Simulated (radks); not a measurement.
Excited configurations of Al IV: one electron is placed in a higher orbital outside [He] 2s2 2p5. The ground configuration is [Ne]. Method: non-relativistic Kohn-Sham, PBE, spin-unpolarised, spherical densities, point nucleus; computed with a radial shooting solver on a logarithmic mesh with Libxc functionals. Excitation = E - E(ground); binding = E(ion) - E, where the ion is the core of charge +4; n* = 4/sqrt(2 binding) in atomic units, and the quantum defect is n - n*.

[
 {"outer orbital": "3s", "excitation (eV)": "77.877", "binding (eV)": "43.257", "quantum defect": "0.757", "eigenvalue (eV)": "-37.861"},
 {"outer orbital": "3d", "excitation (eV)": "95.704", "binding (eV)": "25.430", "quantum defect": "0.074", "eigenvalue (eV)": "-21.167"},
 {"outer orbital": "5s", "excitation (eV)": "108.75", "binding (eV)": "12.387", "quantum defect": "0.808", "eigenvalue (eV)": "-11.104"},
 {"outer orbital": "5f", "excitation (eV)": "112.22", "binding (eV)": "8.914", "quantum defect": "0.058", "eigenvalue (eV)": "-7.817"},
 {"outer orbital": "6s", "excitation (eV)": "112.96", "binding (eV)": "8.172", "quantum defect": "0.839", "eigenvalue (eV)": "-7.366"},
 {"outer orbital": "6p", "excitation (eV)": "113.63", "binding (eV)": "7.505", "quantum defect": "0.614", "eigenvalue (eV)": "-6.751"},
 {"outer orbital": "6d", "excitation (eV)": "114.54", "binding (eV)": "6.592", "quantum defect": "0.253", "eigenvalue (eV)": "-5.901"},
 {"outer orbital": "7f", "excitation (eV)": "116.49", "binding (eV)": "4.648", "quantum defect": "0.156", "eigenvalue (eV)": "-4.167"}
]

The Delta-SCF ionisation energy is 121.13 eV (NIST Atomic Spectra Database: 119.99 eV, measured). Self-interaction in the functional shifts the binding energies and quantum defects, so they are the method's values and not measured ones. Spin polarisation and multiplet splitting are left out, so open shells lie too high by an amount that depends on their filling.

Beside tabulated values, note that spin-unpolarised runs miss the spin-polarisation part of the exchange energy of open shells.
